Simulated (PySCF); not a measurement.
# Radial density of Hf²⁺ (hafnium, charge +2)

B2PLYP, [Xe] 4f14 5d1 6p1, one real determinant (an excited configuration). All numbers are calculated (PySCF 2.14, scalar relativity through the core potential, in aug-cc-pwCVDZ-PP with ECP60MDF (6s6p5d3f, 70 functions)). This is the valence pseudo-density: the core potential removes the inner electrons and smooths the orbitals near the nucleus.

```json
{"r (bohr)": "0.141", "4πr²ρ (e/bohr)": "2.545e-05", "4πr²(ρα − ρβ)": "0.0000"}
{"r (bohr)": "0.237", "4πr²ρ (e/bohr)": "0.0001031", "4πr²(ρα − ρβ)": "0.0000"}
{"r (bohr)": "0.398", "4πr²ρ (e/bohr)": "0.02115", "4πr²(ρα − ρβ)": "0.0005"}
{"r (bohr)": "0.670", "4πr²ρ (e/bohr)": "2.227", "4πr²(ρα − ρβ)": "0.0470"}
{"r (bohr)": "1.13", "4πr²ρ (e/bohr)": "8.990", "4πr²(ρα − ρβ)": "0.4475"}
{"r (bohr)": "1.90", "4πr²ρ (e/bohr)": "2.767", "4πr²(ρα − ρβ)": "0.5856"}
{"r (bohr)": "3.19", "4πr²ρ (e/bohr)": "0.5473", "4πr²(ρα − ρβ)": "0.5040"}
{"r (bohr)": "5.36", "4πr²ρ (e/bohr)": "0.1029", "4πr²(ρα − ρβ)": "0.1029"}
{"r (bohr)": "9.02", "4πr²ρ (e/bohr)": "0.001186", "4πr²(ρα − ρβ)": "0.0012"}
{"r (bohr)": "15.2", "4πr²ρ (e/bohr)": "1.026e-05", "4πr²(ρα − ρβ)": "0.0000"}
```

⟨L²⟩ = 8.02 against 12 for a pure F term, so this real determinant mixes terms. Energies and moments cover only the electrons outside the core potential. Spin-orbit coupling, absent here, splits the open shell strongly.
